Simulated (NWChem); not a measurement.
# BPH4; SMILES BP

```xyz
6

B      0.0073    -1.2999     0.0000
H     -0.0518    -1.8932    -1.0489
H     -0.0518    -1.8932     1.0489
P     -0.0886     0.5535     0.0000
H      0.6984     0.9916    -1.0942
H      0.6984     0.9916     1.0942
```
Atoms are numbered in this order, from 1.

All runs use the structure optimised with PBE0/def2-SVP.

Symmetry labels are those of Cs in the frame above (b1 and b2, or b-type labels, depend on it).

List the 4 lowest vertical singlet excitations from CAM-B3LYP/6-31G* (spherical d), TDA (NWChem).


```
state  energy (eV)  oscillator strength  symmetry  leading excitation (squared amplitude)
-----  -----------  -------------------  --------  --------------------------------------
S1            5.30                0.138        a'                      HOMO → LUMO (0.82)
S2            6.35                0.002        a"                    HOMO−1 → LUMO (0.95)
S3            6.74                0.090        a'                    HOMO−2 → LUMO (0.85)
S4            7.21                0.034        a"                    HOMO → LUMO+1 (0.97)
```
